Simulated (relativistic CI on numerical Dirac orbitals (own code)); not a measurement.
## Cu³⁺ in a cubic cluster: 2p photoemission with charge transfer

Computed with a charge-transfer multiplet model of a cubic metal-ligand cluster with up to 2 ligand holes, Slater and spin-orbit integrals from Dirac-Coulomb-Breit ions, Slater integrals scaled by 0.9. The ground state mixes d8 with configurations of k ligand holes L, whose averages lie at kΔ + k(k − 1)U_dd/2; a core hole lowers each added d electron by U_cd. 300 K, Lorentzian 0.6 eV and Gaussian 0.8 eV FWHM.

Atomic integrals in eV (Slater integrals scaled, ζ unscaled), ground: F2dd 12.450, F4dd 7.768, zeta_d 0.110; with the core hole: F2dd 13.965, F4dd 8.759, zeta_d 0.150, zeta_core 13.370, F2cd 8.509, G1cd 6.600, G3cd 3.757.

Cluster parameters (eV): Δ = 0.7, U_dd = 7.2, 10Dq = 0.4, 10Dq(ligand) = 1.2, V(eg) = 2.55, V(t2g) = -1.22, final-state hopping factor = 0.9.

| Case | n_d | d8 | d9L | d10L2 | S |
| --- | --- | --- | --- | --- | --- |
| U_cd = 6.2 eV | 8.50 | 0.53 | 0.43 | 0.04 | 1.00 |
| U_cd = 7.4 eV | 8.50 | 0.53 | 0.43 | 0.04 | 1.00 |
| U_cd = 8 eV | 8.50 | 0.53 | 0.43 | 0.04 | 1.00 |
| U_cd = 9.2 eV | 8.50 | 0.53 | 0.43 | 0.04 | 1.00 |
| U_cd = 9.8 eV | 8.50 | 0.53 | 0.43 | 0.04 | 1.00 |

Weights, n_d and S are thermal averages at 300 K. Binding energies count from the first peak over 30 % of the highest in each spectrum, which can be another peak from case to case. The parameters are a model scan and need not match a compound or its usual spin state. Peaks in eV (height, largest 100):
- U_cd = 6.2 eV: 0.0 (100), 6.5 (26), 20.5 (46), 26.8 (16)
- U_cd = 7.4 eV: 0.0 (100), 6.5 (33), 11.9 (8), 14.4 (5), 20.5 (46), 26.7 (21), 32.0 (8)
- U_cd = 8 eV: 0.0 (100), 6.4 (34), 10.6 (6), 12.2 (9), 15.0 (6), 20.4 (46), 26.7 (24), 32.6 (10)
- U_cd = 9.2 eV: 0.0 (100), 6.4 (37), 7.4 (36), 11.9 (10), 13.4 (13), 16.5 (8), 20.4 (46), 26.7 (28), 34.0 (14)
- U_cd = 9.8 eV: 0.0 (100), 6.5 (39), 7.6 (39), 12.8 (12), 14.2 (16), 17.4 (9), 20.3 (47), 26.8 (31), 34.8 (16)

Curve for U_cd = 6.2 eV (points under 2 left out, the grid thinned):

(E (eV), Intensity): (-3.0, 2.1), (-2.3, 3.6), (-1.6, 7.9), (-0.9, 30.6), (-0.2, 96.2), (0.4, 76.0), (1.1, 35.3), (1.8, 15.5), (2.5, 10.0), (3.2, 6.2), (3.9, 5.6), (4.6, 4.9), (5.3, 8.4), (6.0, 21.8), (6.6, 25.7), (7.3, 18.7), (8.0, 10.8), (8.7, 4.5), (9.4, 3.1), (10.1, 3.6), (10.8, 4.8), (11.5, 3.7), (12.2, 2.0), (12.8, 3.2), (13.5, 3.6), (14.2, 2.3), (14.9, 2.3), (18.7, 3.0), (19.4, 9.0), (20.1, 35.4), (20.8, 41.9), (21.4, 25.2), (22.1, 11.0), (22.8, 6.7), (23.5, 3.3), (24.2, 2.3), (24.9, 2.0), (25.6, 3.2), (26.3, 10.9), (27.0, 15.9), (27.6, 8.9), (28.3, 3.1), (30.4, 2.9), (31.1, 4.8), (31.8, 2.1)

For the case U_cd = 8 eV, Δ = 0.7 eV is smaller than U_dd = 7.2 eV, the charge-transfer side of the Zaanen-Sawatzky-Allen scheme. With the core hole the configuration with one ligand hole lies at Δ − U_cd = -5.5, -6.7, -7.3, -8.5, -9.1 eV from the one without, in the order of the table; where this is negative the screened configuration lies lower.
